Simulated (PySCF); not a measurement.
## `CC(C)CCOBF`, C5H12BFO

Geometry:
```json
{"atom": "C1", "x (Å)": "-1.986", "y (Å)": "-1.192", "z (Å)": "-0.406"}
{"atom": "C2", "x (Å)": "-0.749", "y (Å)": "-0.296", "z (Å)": "-0.389"}
{"atom": "C3", "x (Å)": "-1.155", "y (Å)": "1.162", "z (Å)": "-0.592"}
{"atom": "C4", "x (Å)": "0.009", "y (Å)": "-0.502", "z (Å)": "0.928"}
{"atom": "C5", "x (Å)": "1.366", "y (Å)": "0.200", "z (Å)": "0.984"}
{"atom": "O6", "x (Å)": "2.248", "y (Å)": "-0.335", "z (Å)": "0.008"}
{"atom": "B7", "x (Å)": "2.669", "y (Å)": "0.302", "z (Å)": "-1.063"}
{"atom": "F8", "x (Å)": "2.316", "y (Å)": "1.571", "z (Å)": "-1.304"}
{"atom": "H9", "x (Å)": "-1.708", "y (Å)": "-2.239", "z (Å)": "-0.310"}
{"atom": "H10", "x (Å)": "-2.649", "y (Å)": "-0.937", "z (Å)": "0.418"}
{"atom": "H11", "x (Å)": "-2.535", "y (Å)": "-1.069", "z (Å)": "-1.337"}
{"atom": "H12", "x (Å)": "-0.091", "y (Å)": "-0.594", "z (Å)": "-1.214"}
{"atom": "H13", "x (Å)": "-1.753", "y (Å)": "1.259", "z (Å)": "-1.496"}
{"atom": "H14", "x (Å)": "-0.286", "y (Å)": "1.804", "z (Å)": "-0.700"}
{"atom": "H15", "x (Å)": "-1.748", "y (Å)": "1.512", "z (Å)": "0.251"}
{"atom": "H16", "x (Å)": "0.176", "y (Å)": "-1.571", "z (Å)": "1.074"}
{"atom": "H17", "x (Å)": "-0.595", "y (Å)": "-0.133", "z (Å)": "1.759"}
{"atom": "H18", "x (Å)": "1.252", "y (Å)": "1.279", "z (Å)": "0.841"}
{"atom": "H19", "x (Å)": "1.834", "y (Å)": "0.019", "z (Å)": "1.958"}
{"atom": "H20", "x (Å)": "3.380", "y (Å)": "-0.231", "z (Å)": "-1.823"}
```

Method: GIAO HF/pcSseg-1 magnetisability, rotational g tensor and spin-rotation constants, non-relativistic, gas phase in PySCF 2.14.0. Geometry: GFN2-xTB.

(1) What are the magnetisability and the molar susceptibility?

(2) Split it along the inertial axes a, b, c into diamagnetic and paramagnetic parts about the centre of mass, with the quadrupole moment.

(3) And the rotational g tensor?

## Answers

(1) Isotropic -1387 × 10⁻³⁰ J/T², or -83.5 × 10⁻⁶ cm³/mol; principal values -1422, -1401, -1339 × 10⁻³⁰ J/T², anisotropy 75 × 10⁻³⁰ J/T² (root of half the summed squared differences of the principal values). The susceptibility is in cgs units.

(2) 
```
axis  χ (10⁻⁶ cm³/mol)  diamagnetic (10⁻⁶ cm³/mol)  paramagnetic (10⁻⁶ cm³/mol)  summed x² of all electrons (Å²)  quadrupole Θ (D Å)
   a             -85.5                      -508.0                        422.5                            218.5               -1.21
   b             -80.9                     -1107.7                       1026.8                             77.2               -1.94
   c             -84.3                     -1254.6                       1170.3                             42.6               +3.16
```
Anisotropies 2χaa − χbb − χcc = -5.8 and 2χbb − χaa − χcc = +8.0 × 10⁻⁶ cm³/mol. Θ is traceless in Buckingham's convention.

(3) 
```csv
axis,rotational constant (GHz),g,nuclear part,electronic part
a,3.1353,-0.0080,0.6143,-0.6224
b,1.1985,-0.0054,0.5727,-0.5782
c,1.0378,-0.0045,0.5661,-0.5706
```
Asymmetric top; isotopes 11B, 12C, 19F, 1H, 16O; no vibrational averaging.
